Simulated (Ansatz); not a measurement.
Basis-set extrapolation for C₃H₈AlB, SMILES `B[C](=C)[AlH][CH3]` (PBE0-D4/def2-TZVP geometry, frozen core, Ansatz 0.2.0). Multiplicity 1, RHF reference.

```tsv
	def2-TZVPP	def2-QZVPP
HF	-384.886620	-384.900368
MP2 correlation	-0.676549	-0.719907
CCSD(T) correlation	-0.762241	not run
```

Energies in hartree. Use E(X) = E(∞) + A·exp(−7.88·√X) for Hartree–Fock and E(X) = E(∞) + B·X^(−2.97) for correlation, with X = 3 and 4, and add CCSD(T) minus MP2 of the smaller set to the MP2 limit.

Question: What is the CCSD(T) energy at the basis-set limit?

Answer: HF limit: -384.900368 + (-0.013748) × 0.13774 = -384.90226. MP2 limit: -0.719907 + (-0.043358) × 0.74074 = -0.75202. Higher-order term: -0.762241 − (-0.676549) = -0.08569. Total: -385.73997 hartree, 57.2 kcal/mol below CCSD(T)/def2-TZVPP.
